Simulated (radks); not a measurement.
Question: Excited configurations of Ba+: one electron is placed in a higher orbital outside [Xe]. The ground configuration is [Xe] 6s1. All-electron calculation, Dirac Kohn-Sham, PBE, spin-unpolarised, spherical densities, point nucleus; open shells fill j = l - 1/2 first. Program: a radial shooting solver on a logarithmic mesh with Libxc functionals. Excitation = E - E(ground); binding = E(ion) - E, where the ion is the core of charge +2; n* = 2/sqrt(2 binding) in atomic units, and the quantum defect is n - n*.

| outer orbital | excitation (eV) | binding (eV) | n* | quantum defect | eigenvalue (eV) | <r> (bohr) |
|---|---|---|---|---|---|---|
| 5d3/2 | 0.603 | 9.376 | 2.409 | 2.591 | -5.968 | 3.234 |
| 5f5/2 | 6.530 | 3.448 | 3.973 | 1.027 | -2.463 | 8.952 |
| 6p1/2 | 2.442 | 7.537 | 2.687 | 3.313 | -5.664 | 5.250 |
| 6f5/2 | 7.654 | 2.324 | 4.839 | 1.161 | -1.766 | 15.18 |
| 7s1/2 | 4.970 | 5.008 | 3.296 | 3.704 | -3.970 | 8.520 |
| 7p1/2 | 5.845 | 4.134 | 3.628 | 3.372 | -3.242 | 9.892 |
| 7d3/2 | 7.175 | 2.804 | 4.406 | 2.594 | -2.194 | 13.77 |

Estimate the row for 4f5/2.

Answer: excitation (eV) 4.723; binding (eV) 5.255; n* 3.218; quantum defect 0.782; eigenvalue (eV) -2.156; <r> (bohr) 4.212. The Delta-SCF ionisation energy is 9.978 eV (NIST Atomic Spectra Database: 10.004 eV, measured). Self-interaction in the functional shifts the binding energies and quantum defects, so they are the method's values and not measured ones. Spin polarisation and multiplet splitting are left out, so open shells lie too high by an amount that depends on their filling.

Beside tabulated values, note that spin-unpolarised runs miss the spin-polarisation part of the exchange energy of open shells.
